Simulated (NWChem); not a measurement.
# Atomisation of Cl3In

SMILES: [Cl][In]([Cl])[Cl]
```xyz
4

In     0.0000     0.0000     0.0000
Cl     0.0000     0.0000     2.3209
Cl    -2.0100     0.0000    -1.1604
Cl     2.0100     0.0000    -1.1604
```
Charge 0, spin multiplicity 1.

Program: NWChem. Structure: optimised with PBE0/def2-SVP with def2 effective core potentials on In, a minimum by its harmonic frequencies.

Basis set: def2-TZVP. The atomisation energy is electronic alone: no zero-point, thermal, spin-orbit or counterpoise terms. No value is extrapolated to the basis-set limit. Free atoms are single determinants with multiplicities In 2, Cl 2.

Effective core potentials replace the inner electrons of In; spin-orbit coupling is left out. The structure started from a generated list of species. No SCF solution was tested for a lower state. Open-shell Hartree-Fock references start from PBE0 orbitals.

### Question
Order these methods by the atomisation energy they give, lowest first: PBE, M06-2X, LC-wPBE (omega 0.3 per bohr), HF.

### Answer
HF (174.9 kcal/mol), LC-wPBE (omega 0.3 per bohr) (234.8 kcal/mol), PBE (236.9 kcal/mol), M06-2X (239.0 kcal/mol)
